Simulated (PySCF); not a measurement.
**InOI at several levels of theory**

All levels use the PBE0 minimum (singlet; In–I 2.593 Å, In–O 1.829 Å; I–In–O 180.0°), basis [In def2-TZVP with ECP28, O def2-TZVP, I def2-TZVP with ECP28], scalar-relativistic core potentials, density fitting, no spin–orbit coupling, PySCF. For vertical energies the ionised species is a doublet (spins chosen at PBE0 and kept) and the electron-attached one a doublet. Atomisation goes to high-spin ground-configuration atoms, without zero-point energy. Open shells are unrestricted, also as the reference of the correlated levels. A dash marks a value that was not computed or is not defined at that level.

Coordinates in bohr (charge 0 multiplicity 1):
```
In    0.0000    0.0000   -2.1970
O     0.0000    0.0000   -5.6539
I     0.0000    0.0000    2.7028
```

```csv
level,atomisation (kJ/mol),vertical IP (eV),vertical EA (eV),−ε(HOMO) (eV),gap (eV),dipole (D)
PBE0,?,?,?,?,?,?
HF,?,?,?,?,?,?
MP2,638,9.80,0.85,–,–,–
PBE,641,9.30,1.06,6.22,2.54,3.74
```

**Question.** Fill in the row of PBE0.

**Answer.** atomisation (kJ/mol) 569, vertical IP (eV) 9.07, vertical EA (eV) 1.08, −ε(HOMO) (eV) 7.55, gap (eV) 4.71, dipole (D) 4.10.

**Question.** Fill in the row of HF.

**Answer.** atomisation (kJ/mol) 183, vertical IP (eV) 6.89, vertical EA (eV) 0.34, −ε(HOMO) (eV) 10.91, gap (eV) 11.30, dipole (D) 4.89.

Without diffuse functions attachment energies tend to come out too low.
